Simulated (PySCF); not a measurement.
C4H7FSi, SMILES F[C@@H]1CC=C1[SiH3]. Coordinates come from a PBE-D3(BJ)/def2-SVP optimisation. The structure was generated by enumeration; whether it is a known compound was not checked.

Computed equilibrium geometry at PBE-D3(BJ)/def2-SVP (PySCF confirms it by a frequency run) as a Z-matrix:
```
C
C 1 1.3625
H 2 1.1029 1 132.20
C 2 1.5142 3 131.75 1 177.08
H 4 1.1096 2 114.36 3 76.65
H 4 1.1116 5 109.01 2 135.04
C 1 1.5271 2 91.29 3 172.31
F 7 1.3820 1 116.94 2 123.97
H 7 1.1141 8 107.93 1 -129.38
Si 1 1.8713 2 135.14 3 -6.35
H 10 1.5042 1 109.31 2 6.24
H 10 1.5044 11 109.15 1 121.23
H 10 1.5058 11 109.47 12 118.01
```
